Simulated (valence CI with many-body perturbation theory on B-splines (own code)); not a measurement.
## Sn XLIV: electric-dipole lines

Level of theory: relativistic CI+MBPT: five valence electrons over a frozen Dirac-Fock core [He], radial functions for each j: 9 s, 9 p, 8 d, 6 f, 3 g, 1 h, with the one-electron correlation potential Σ1 (screened to all orders), the two-electron term Σ2, the three-electron term Σ3, Breit, model QED; selected single and double excitations, second order for the rest (own B-spline code, finite nucleus).

No measured spectrum was set against this ion. As an estimate, large intervals hold to a few tenths of a per cent, small ones and those within an open d or f shell to about a per cent. Among the levels kept, up to 1400 cm⁻¹ of a level comes from second order outside the variational space, and about a tenth of that is noise between levels of different J, which matters for small intervals.

Lines 201 to 247 of 247 in falling wavelength, among levels below 36395 × 10³ cm⁻¹, chosen from the strongest by gf and those to the six lowest levels. Wavelengths and rates use the calculated energies. Electric multipoles are in the length gauge, E1 and E2 with the static RPA response of the core. Weak lines are less certain than strong ones. Lines between different terms over intervals too small for the method are left out, as are lines whose strength nearly cancels. The highest levels of a list are the least certain.

Levels are named by their leading jj configuration (3d3/2^4 stands for four electrons in 3d with j = 3/2), which in mixed levels can hold well under half, so a name can repeat and another be missing. Letters in brackets count levels of one name in rising energy.

```tsv
λ vac (nm)	Upper	Lower	A (s⁻¹)	log gf	Branch %
0.3005	(2s^2 2p1/2 2p3/2 3d5/2) J=5/2 [b]	(2s^2 2p1/2 2p3/2^2) J=3/2	2.59e+14	0.32	70.4
0.3005	(2s 2p1/2^2 2p3/2 3p1/2) J=1/2	(2s^2 2p1/2 2p3/2^2) J=1/2	9.18e+11	-2.60	4.1
0.3003	(2s 2p1/2^2 2p3/2 3p1/2) J=3/2 [b]	(2s^2 2p1/2 2p3/2^2) J=1/2	1.53e+12	-2.08	5.8
0.3003	(2s^2 2p1/2 2p3/2 3s) J=3/2 [b]	(2s^2 2p1/2^2 2p3/2) J=3/2	5.47e+12	-1.53	11.0
0.3002	(2s^2 2p3/2^2 3s) J=3/2	(2s^2 2p1/2 2p3/2^2) J=5/2	4.85e+12	-1.58	10.1
0.2999	(2s^2 2p1/2 2p3/2 3d5/2) J=3/2 [b]	(2s^2 2p1/2 2p3/2^2) J=3/2	6.92e+12	-1.43	2.4
0.2998	(2s^2 2p3/2^2 3s) J=1/2	(2s^2 2p1/2 2p3/2^2) J=1/2	3.41e+12	-2.04	14.0
0.2997	(2s^2 2p1/2 2p3/2 3d5/2) J=1/2	(2s^2 2p1/2 2p3/2^2) J=3/2	1.79e+13	-1.32	5.5
0.2991	(2s^2 2p3/2^2 3s) J=5/2	(2s^2 2p1/2 2p3/2^2) J=3/2	9.16e+12	-1.13	52.0
0.2991	(2s 2p1/2^2 2p3/2 3p3/2) J=3/2 [a]	(2s^2 2p1/2 2p3/2^2) J=1/2	3.82e+11	-2.69	0.6
0.2988	(2s^2 2p3/2^2 3s) J=3/2	(2s^2 2p1/2 2p3/2^2) J=3/2	8.12e+10	-3.36	0.2
0.2983	(2s 2p1/2^2 2p3/2 3p1/2) J=3/2 [b]	(2s^2 2p1/2 2p3/2^2) J=5/2	6.26e+11	-2.48	2.4
0.2976	(2s 2p1/2^2 2p3/2 3p3/2) J=7/2	(2s^2 2p1/2 2p3/2^2) J=5/2	1.09e+12	-1.93	89.0
0.2971	(2s 2p1/2^2 2p3/2 3p1/2) J=1/2	(2s^2 2p1/2 2p3/2^2) J=3/2	3.93e+12	-1.98	17.6
0.2970	(2s 2p1/2^2 2p3/2 3p1/2) J=3/2 [b]	(2s^2 2p1/2 2p3/2^2) J=3/2	3.01e+12	-1.80	11.4
0.2964	(2s^2 2p3/2^2 3s) J=1/2	(2s^2 2p1/2 2p3/2^2) J=3/2	1.75e+12	-2.34	7.2
0.2964	(2s 2p1/2^2 2p3/2 3p3/2) J=5/2 [a]	(2s^2 2p1/2 2p3/2^2) J=5/2	3.99e+11	-2.50	0.6
0.2958	(2s 2p1/2^2 2p3/2 3p3/2) J=3/2 [a]	(2s^2 2p1/2 2p3/2^2) J=3/2	2.29e+12	-1.92	3.3
0.2950	(2s 2p1/2^2 2p3/2 3p3/2) J=5/2 [a]	(2s^2 2p1/2 2p3/2^2) J=3/2	2.45e+12	-1.72	3.8
0.2948	(2s 2p1/2^2 2p3/2 3p3/2) J=1/2 [a]	(2s^2 2p1/2 2p3/2^2) J=3/2	4.49e+11	-2.93	0.4
0.2946	(2s 2p1/2^2 2p3/2 3p3/2) J=3/2 [b]	(2s^2 2p1/2 2p3/2^2) J=1/2	1.09e+12	-2.24	2.6
0.2943	(2s 2p1/2^2 2p3/2 3p3/2) J=1/2 [b]	(2s^2 2p1/2 2p3/2^2) J=1/2	1.56e+12	-2.39	40.5
0.2920	(2s 2p1/2^2 2p3/2 3p3/2) J=5/2 [b]	(2s^2 2p1/2 2p3/2^2) J=3/2	2.61e+12	-1.70	5.7
0.2914	(2s 2p1/2^2 2p3/2 3p3/2) J=3/2 [b]	(2s^2 2p1/2 2p3/2^2) J=3/2	9.34e+11	-2.32	2.2
0.2911	(2s 2p1/2^2 2p3/2 3p3/2) J=1/2 [b]	(2s^2 2p1/2 2p3/2^2) J=3/2	1.32e+12	-2.48	34.2
0.2879	(2s^2 2p1/2 2p3/2 3d3/2) J=3/2 [a]	(2s^2 2p1/2^2 2p3/2) J=3/2	5.85e+13	-0.54	63.1
0.2878	(2s^2 2p1/2 2p3/2 3d3/2) J=5/2 [a]	(2s^2 2p1/2^2 2p3/2) J=3/2	3.18e+13	-0.63	76.0
0.2877	(2s^2 2p1/2 2p3/2 3d3/2) J=1/2 [a]	(2s^2 2p1/2^2 2p3/2) J=3/2	7.79e+12	-1.71	17.4
0.2866	(2s^2 2p1/2 2p3/2 3d3/2) J=5/2 [b]	(2s^2 2p1/2^2 2p3/2) J=3/2	3.03e+14	0.35	91.8
0.2863	(2s^2 2p1/2 2p3/2 3d3/2) J=3/2 [b]	(2s^2 2p1/2^2 2p3/2) J=3/2	1.92e+14	-0.03	79.0
0.2858	(2s^2 2p1/2 2p3/2 3d5/2) J=3/2 [a]	(2s^2 2p1/2^2 2p3/2) J=3/2	1.08e+14	-0.28	38.4
0.2858	(2s^2 2p1/2 2p3/2 3d5/2) J=5/2 [a]	(2s^2 2p1/2^2 2p3/2) J=3/2	6.14e+13	-0.35	22.6
0.2857	(2s^2 2p1/2 2p3/2 3d3/2) J=1/2 [b]	(2s^2 2p1/2^2 2p3/2) J=3/2	3.67e+14	-0.05	91.7
0.2854	(2s 2p1/2^2 2p3/2 3p1/2) J=3/2 [a]	(2s^2 2p1/2^2 2p3/2) J=3/2	2.76e+13	-0.87	41.8
0.2853	(2s 2p1/2^2 2p3/2 3p1/2) J=5/2	(2s^2 2p1/2^2 2p3/2) J=3/2	1.60e+11	-2.93	0.2
0.2849	(2s^2 2p1/2 2p3/2 3d5/2) J=5/2 [b]	(2s^2 2p1/2^2 2p3/2) J=3/2	1.76e+13	-0.89	4.8
0.2844	(2s^2 2p1/2 2p3/2 3d5/2) J=3/2 [b]	(2s^2 2p1/2^2 2p3/2) J=3/2	5.23e+11	-2.60	0.2
0.2842	(2s^2 2p1/2 2p3/2 3d5/2) J=1/2	(2s^2 2p1/2^2 2p3/2) J=3/2	3.03e+12	-2.13	0.9
0.2837	(2s^2 2p3/2^2 3s) J=5/2	(2s^2 2p1/2^2 2p3/2) J=3/2	8.40e+11	-2.22	4.8
0.2834	(2s^2 2p3/2^2 3s) J=3/2	(2s^2 2p1/2^2 2p3/2) J=3/2	1.91e+11	-3.04	0.4
0.2819	(2s 2p1/2^2 2p3/2 3p1/2) J=1/2	(2s^2 2p1/2^2 2p3/2) J=3/2	1.62e+13	-1.41	72.5
0.2818	(2s 2p1/2^2 2p3/2 3p1/2) J=3/2 [b]	(2s^2 2p1/2^2 2p3/2) J=3/2	2.02e+13	-1.02	76.7
0.2807	(2s 2p1/2^2 2p3/2 3p3/2) J=3/2 [a]	(2s^2 2p1/2^2 2p3/2) J=3/2	6.55e+13	-0.51	95.6
0.2800	(2s 2p1/2^2 2p3/2 3p3/2) J=5/2 [a]	(2s^2 2p1/2^2 2p3/2) J=3/2	6.06e+13	-0.37	95.2
0.2798	(2s 2p1/2^2 2p3/2 3p3/2) J=1/2 [a]	(2s^2 2p1/2^2 2p3/2) J=3/2	1.20e+14	-0.55	99.2
0.2773	(2s 2p1/2^2 2p3/2 3p3/2) J=5/2 [b]	(2s^2 2p1/2^2 2p3/2) J=3/2	4.24e+13	-0.53	92.8
0.2767	(2s 2p1/2^2 2p3/2 3p3/2) J=3/2 [b]	(2s^2 2p1/2^2 2p3/2) J=3/2	3.92e+13	-0.74	93.4
```
